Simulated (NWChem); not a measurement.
CH3BrMgO; SMILES [Mg]([O]C)[Br]

```xyz
7

Mg     0.0000     0.0000    -0.6026
Br     0.0000     0.0000     1.7434
O      0.0000     0.0000    -2.3634
C      0.0000     0.0000    -3.7370
H     -0.5659     0.8569    -4.1533
H      1.0251     0.0617    -4.1533
H     -0.4592    -0.9186    -4.1533
```
Atoms are numbered in this order, from 1.

Results from NWChem. Pople sets run with spherical d functions. All runs use the structure optimised with PBE0/def2-SVP.

Taking TPSS/6-311G** as the yardstick, which of these has the fewest basis functions while keeping “dipole (D)” within 0.05 D of it: TPSS/3-21G; TPSS/STO-3G; TPSS/6-31G*?

none of them.
```json
[
 {"level": "TPSS/STO-3G", "basis functions": "40", "dipole (D)": "1.96", "relative time (rough)": "1"},
 {"level": "TPSS/3-21G", "basis functions": "59", "dipole (D)": "2.57", "relative time (rough)": "1"},
 {"level": "TPSS/6-31G*", "basis functions": "84", "dipole (D)": "1.91", "relative time (rough)": "5"},
 {"level": "TPSS/6-311G**", "basis functions": "124", "dipole (D)": "1.83", "relative time (rough)": "5"}
]
```

The yardstick is one finite set, not the basis-set limit.
